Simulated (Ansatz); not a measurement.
`[CH2]1[AlH][GaH]1` + `Cl[BH][GaH2]` → `[Cl][Al]1[CH2][GaH]1` + `[BH2][GaH2]` at 500 K and 1 bar (redistribution).

Isolated molecules relaxed with PBE0-D4/def2-TZVP in Ansatz; ΔE leaves out vibrations. CBS: MP2 limit from def2 TZ/QZ plus the TZ coupled-cluster correction, frozen cores. For Ga outer-core shells are correlated without core-valence functions, which leaves a few kJ/mol of doubt a bond. Scalar relativity is left out up to krypton.

| species | CCSD(T)/CBS energy (Eh) | H − E (kJ/mol) | S (J/(mol·K)) |
| --- | --- | --- | --- |
| `[CH2]1[AlH][GaH]1` | -2206.34022 | 133.2 | 361.4 |
| `Cl[BH][GaH2]` | -2410.30850 | 102.6 | 357.3 |
| `[Cl][Al]1[CH2][GaH]1` | -2665.60423 | 125.6 | 404.1 |
| `[BH2][GaH2]` | -1951.07352 | 114.1 | 309.2 |

H − E and S are ideal-gas, rigid-rotor, harmonic terms from PBE0-D4/def2-TZVP, for one conformer and one mirror image of each species. 1 Eh = 2625.50 kJ/mol, R = 8.31446 J/(mol·K).

Question: By hand: ΔE, ΔH, ΔS and ΔG.

Answer: ΔE = (-2665.60423) + (-1951.07352) − (-2206.34022) − (-2410.30850) = -0.02903 Eh = -76.2 kJ/mol. Δ(H − E) = 125.6 + 114.1 − 133.2 − 102.6 = 3.9, so ΔH = -72.3 kJ/mol. ΔS = 404.1 + 309.2 − 361.4 − 357.3 = -5.4 J/(mol·K). ΔG = -72.3 − 500 × (-5.4)/1000 = -69.6 kJ/mol.

Question: By hand: the equilibrium constant, and the temperature at which ΔG would vanish if ΔH and ΔS stayed fixed.

Answer: log₁₀ K = −ΔG/(RT ln 10) = 7.3. ΔG = 0 at ΔH/ΔS = 13389 K, far beyond where these terms or the molecules hold.

The number of gas molecules stays the same, so ΔS is small and ΔH decides. A doubt of 5 kJ/mol in ΔE shifts log₁₀ K by 0.5 here. Other conformers and mirror images would add mixing entropy, several J/(mol·K) or more a flexible species. Modes under 60 cm⁻¹, often nearly free rotors, make the harmonic entropy too high. These are equilibria of isolated gas molecules and say nothing of rates. Largest T1 diagnostic: 0.015 (customary marks: 0.02 for closed shells, 0.045 for open ones).
